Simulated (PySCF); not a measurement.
B(H)(F)(Br), SMILES FBBr, PBE0/def2-SVP optimised geometry.

```
4

B     -0.19     0.31     0.00
H     -0.80     1.35     0.00
F      1.12     0.31     0.00
Br    -1.12    -1.35     0.00
```

Density from PBE0/def2-TZVP in PySCF at that geometry.

Minimum of the electron density along straight lines between bonded atoms, close to the bond critical point (lines longer than 1.1 times the sum of covalent radii, or with two minima, are not listed):

| bond | length / Å | ρ at the minimum / e bohr⁻³ | ∇²ρ there / e bohr⁻⁵ | position (fraction from the first atom) |
|---|---|---|---|---|
| B1–H2 | 1.202 | 0.192 | -0.49 | 0.44 |
| B1–F3 | 1.310 | ? | ? | 0.34 |
| B1–Br4 | 1.904 | 0.139 | ? | 0.30 |

**Question.** Some entries are withheld; supply them.

**Answer.** 
- B1–F3, ρ at the minimum / e bohr⁻³: 0.212
- B1–F3, ∇²ρ there / e bohr⁻⁵: 1.34
- B1–Br4, ∇²ρ there / e bohr⁻⁵: -0.24
